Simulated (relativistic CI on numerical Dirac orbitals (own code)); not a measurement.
# Hyperfine structure of Tl LV, mass number 205

Calculated at this level of theory: Dirac-Coulomb-Breit CI, separate exchange-only KLI orbitals for each configuration, model QED (radiative potential, 1s self-energy scaled to tabulated hydrogen-like ionisation energies), unscaled Slater integrals (own radial code, finite nucleus).

CI space (outside the closed core [Ne]): 3s²3p⁶3d⁹, 3s²3p⁵3d¹⁰, 3s3p⁶3d¹⁰, 3s²3p⁶3d⁸4s, 3s²3p⁶3d⁸4p, 3s²3p⁴3d¹⁰4s, 3s²3p⁶3d⁸4d, 3s²3p⁴3d¹⁰4p, 3s²3p⁵3d⁹4s, 3s²3p⁶3d⁸4f, 3s²3p⁴3d¹⁰4d, 3s²3p⁵3d⁹4p, 3s3p⁵3d¹⁰4s, 3s²3p⁶3d⁷4s², 3s3p⁵3d¹⁰4p, 3s²3p⁵3d⁹4d. Levels of other configurations are missing.

Nuclear spin I = 1/2, μ = 1.632 μN (tables of Stone and Pyykkö). The electronic factors are computed for point nuclear moments, without core polarisation or the Bohr-Weisskopf and QED corrections.

```tsv
Level	E (10³ cm⁻¹)	A (GHz)
3s²3p⁶3d⁹ ²D5/2	0.0	171.7
3s²3p⁶3d⁹ ²D3/2	833.8	446.8
3s²3p⁵3d¹⁰ ²P°3/2	4332.8	847.8
3s²3p⁵3d¹⁰ ²P°1/2	8248.9	8848
3s3p⁶3d¹⁰ ²S1/2	10492.4	27150
3s²3p⁶3d⁸4s ⁴F9/2	16380.1	1222
3s²3p⁶3d⁸4s ²F7/2	16408.4	-876.5
3s²3p⁶3d⁸4s ²S1/2	16659.0	9610
```

Levels with J = 0, under 50 % of one LS term, or S terms without an open s electron are left out. Small factors come from cancelling terms and can be off by tens of per cent or more.

At this charge energies of transitions that change n are usually good to better than 1 %, and those within a shell (Δn = 0) to a few per cent.

Task: Give the hyperfine levels of 3s²3p⁶3d⁹ ²D5/2 relative to its centre of gravity.

Result: With K = F(F + 1) − I(I + 1) − J(J + 1), E = AK/2: F = 2: -300.4, F = 3: 214.6 GHz.

LS names give the leading component of a level, which can be under half, so a name can repeat, a term be missing and a line seem to break the LS rules.
